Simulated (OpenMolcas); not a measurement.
An atom or ion with 80 electrons was computed by SS-RASPT2, IPEA 0.25 Eh, imaginary shift 0.1 Eh with spin-orbit coupling (OpenMolcas, ANO-RCC-VTZP, DKH2). The lowest levels that the run gave, each within 12 % of the measured value where one is at hand:

| J | Parity | E (cm-1) | g |
| --- | --- | --- | --- |
| 0 | even | 0.0 |  |
| 0 | odd | 62545 |  |
| 1 | odd | 66114 | 1.473 |
| 2 | odd | 77789 | 1.501 |
| 1 | odd | 93229 | 1.028 |

**Question.** Which ion is it, and what are the configurations and terms?

**Answer.** Pb III (Z = 82, charge +2; active space 2 electrons in 9 orbitals (RAS2 6s 6p; RAS3 6d, at most 2 electrons)). J, parity and g give the terms where levels are pure, and mixed ones are named by the computed weights; the size of the splittings, set against known spectra of the 80-electron sequence, gives the charge. In order, with the measured energies in cm-1 (Moore, Atomic Energy Levels, vol. III, NSRDS-NBS 35 (1971 reprint of NBS Circular 467, 1958)): 6s2 1S0, 6s 6p 3P* 0 (60397), 6s 6p 3P* 1 (64391), 6s 6p 3P* 2, 6s 6p 1P* 1 (95340).

Some high roots are left out of the spin-orbit mixing, which shifts the levels that they would mix with. Active for correlation alone: 6d; no level in the range computed is led by a configuration that fills it, so any true level of that kind is missing. Spin-orbit splittings of 6p shells tend to come out small when the coupling is added on scalar orbitals. Measured partners are found by configuration, term and J. A level has none where our copy of the source lacks it or the pairing is in doubt (some pairs that miss far off the trend of their configuration count as doubtful), and it then counts in no deviation. Only configurations of the active space appear.

* marks odd parity.
